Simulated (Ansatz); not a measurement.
Consider the ligand exchange at the In–C bond: `[CH3][In]([F])[C]#N` + HI → `[CH3][In]([F])[I]` + `C#N`.

Program: Ansatz. Geometries: PBE0-D4/def2-TZVP. ΔE: electronic, gas phase. CCSD(T)/CBS adds triple-zeta CCSD(T) − MP2 to the extrapolated MP2 energy (def2 sets, frozen cores). This one scheme is used for every species. Functionals use def2-TZVPP. HSE06 is defined as in plane-wave codes. def2 core potentials past Kr. For I, In outer-core shells are correlated without core-valence functions, which leaves a few kJ/mol of doubt a bond.

```csv
level,ΔE (kcal/mol),difference from CCSD(T)/CBS
LDA (SPW92),-26.5,1.0
revPBE-D4,-26.1,1.4
r2SCAN-D4,-27.6,-0.1
B97M-V,-25.8,1.7
PBE0-D4,-27.4,0.1
CAM-B3LYP-D4,-25.6,1.9
revPBE,-26.3,1.2
r2SCAN,-27.5,0.0
PBE0,-27.1,0.4
HSE06,-27.3,0.2
LC-ωPBE,-24.7,2.8
CCSD(T)/def2-SVP,-26.4,1.1
HF/def2-TZVPP,-27.7,-0.2
CCSD/def2-TZVPP,-24.4,3.1
SCS-MP2/def2-QZVPP,-27.0,0.5
HF/CBS(def2),-27.6,-0.1
CCSD(T)/CBS,-27.5,0
```

Largest T1 diagnostic among the species: 0.015.

From BLYP to BHLYP (50 % exact exchange), in def2-TZVPP and without D4, ΔE moves by −1.0 kcal/mol. At CCSD(T), def2-SVP lies +1.1 kcal/mol from the extrapolated value and def2-TZVPP +3.3 kcal/mol.
